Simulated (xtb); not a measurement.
C3H10N (SMILES CC(C)[NH3+]), charge +1, singlet, at a GFN2-xTB geometry; GFN2-xTB in xtb.

Here is a job for xtb.
```
$ xtb mol.xyz --gfn 2 --chrg 1 --etemp 5000 --json

# file mol.xyz
14

C     -0.39725636    -1.28515272     0.57940966
C      0.09548258     0.13341939     0.36938894
C     -0.99337004     1.06988112    -0.11711552
N      1.19105752     0.10155536    -0.67598328
H     -0.84469694    -1.68443903    -0.32777214
H      0.40505652    -1.94411756     0.90202263
H     -1.15853618    -1.29523998     1.35356128
H      0.54487941     0.51899422     1.28845147
H     -0.61198119     2.07383791    -0.28632852
H     -1.77502768     1.14029938     0.63322578
H     -1.44860097     0.70137169    -1.03339990
H      0.80054989    -0.25809640    -1.55779652
H      1.95847618    -0.51671124    -0.38424334
H      1.56334124     1.04432681    -0.84593620
```

Output, abridged:

```
   ID    Z sym.   atoms
    1    6 C      1-3
    2    7 N      4
    3    1 H      5-14

           -------------------------------------------------
          |                Calculation Setup                |
           -------------------------------------------------

           -------------------------------------------------
          |                 G F N 2 - x T B                 |
           -------------------------------------------------

          ...................................................
          :                      SETUP                      :
          :.................................................:
          :  # basis functions                  26          :
          :  # atomic orbitals                  26          :
          :  # shells                           18          :
          :  # electrons                        26          :
          :  max. iterations                   250          :
          :  Hamiltonian                  GFN2-xTB          :
          :  restarted?                      false          :
          :  GBSA solvation                  false          :
          :  PC potential                    false          :
          :  electronic temp.         5000.0000000     K    :
          :  accuracy                    1.0000000          :
          :  -> integral cutoff          0.2500000E+02      :
          :  -> integral neglect         0.1000000E-07      :
          :  -> SCF convergence          0.1000000E-05 Eh   :
          :  -> wf. convergence          0.1000000E-03 e    :
          :  Broyden damping             0.4000000          :
          :  net charge                          1          :
          :  unpaired electrons                  0          :
          ...................................................

 iter      E             dE          RMSdq      gap      omega  full diag
   1    -14.1169644 -0.141170E+02  0.337E+00   11.94       0.0  T
   2    -14.2161307 -0.991664E-01  0.172E+00   10.21       1.0  T
   3    -14.2178532 -0.172249E-02  0.110E+00    9.93       1.0  T
   4    -14.2183279 -0.474678E-03  0.173E-01    9.59       1.0  T
   5    -14.2183405 -0.126134E-04  0.782E-02    9.60       1.0  T
   6    -14.2183434 -0.291841E-05  0.174E-02    9.62       1.5  T
   7    -14.2183446 -0.117886E-05  0.348E-03    9.63       7.7  T
   8    -14.2183446 -0.154400E-07  0.489E-04    9.63      54.7  T
   9    -14.2183446 -0.163411E-09  0.116E-04    9.63     230.2  T

[...]
         :: total energy             -14.012489257890 Eh    ::
[...]
    13   1 H        0.859     0.268     0.818     1.417
    14   1 H        0.859     0.268     0.818     1.417

 Mol. C6AA /au·bohr⁶  :        988.453621
 Mol. C8AA /au·bohr⁸  :      20209.762184
 Mol. α(0) /au        :         46.908654

Wiberg/Mayer (AO) data.
largest (>0.10) Wiberg bond orders for each atom

 ---------------------------------------------------------------------------
     #   Z sym  total        # sym  WBO       # sym  WBO       # sym  WBO
 ---------------------------------------------------------------------------
     1   6 C    3.977 --     2 C    1.016     6 H    0.979     5 H    0.979
                             7 H    0.969
     2   6 C    3.895 --     3 C    1.016     1 C    1.016     8 H    0.959
                             4 N    0.890
     3   6 C    3.977 --     2 C    1.016     9 H    0.979    11 H    0.979
                            10 H    0.969
     4   7 N    3.666 --    14 H    0.912    13 H    0.912    12 H    0.908
                             2 C    0.890
     5   1 H    0.994 --     1 C    0.979
     6   1 H    0.995 --     1 C    0.979
     7   1 H    0.990 --     1 C    0.969
     8   1 H    0.991 --     2 C    0.959
     9   1 H    0.995 --     3 C    0.979
    10   1 H    0.990 --     3 C    0.969
    11   1 H    0.994 --     3 C    0.979
    12   1 H    0.926 --     4 N    0.908
    13   1 H    0.928 --     4 N    0.912
    14   1 H    0.928 --     4 N    0.912
 ---------------------------------------------------------------------------

Topologies differ in total number of bonds
Writing topology from bond orders to xtbtopo.mol

molecular dipole:
                 x           y           z       tot (Debye)
 q only:        1.444       0.118      -0.838
   full:        1.680       0.135      -0.982       4.958
molecular quadrupole (traceless):
                xx          xy          yy          xz          yz          zz
 q only:        3.570       0.174      -2.300      -4.262      -0.834      -1.270
  q+dip:        3.711       0.490      -2.888      -3.997      -0.399      -0.823
   full:        3.844       0.386      -2.820      -4.332      -0.588      -1.024

           -------------------------------------------------
          | TOTAL ENERGY              -14.012489257890 Eh   |
          | GRADIENT NORM               0.000038344792 Eh/α |
          | HOMO-LUMO GAP               9.627119720453 eV   |
           -------------------------------------------------

normal termination of xtb
```
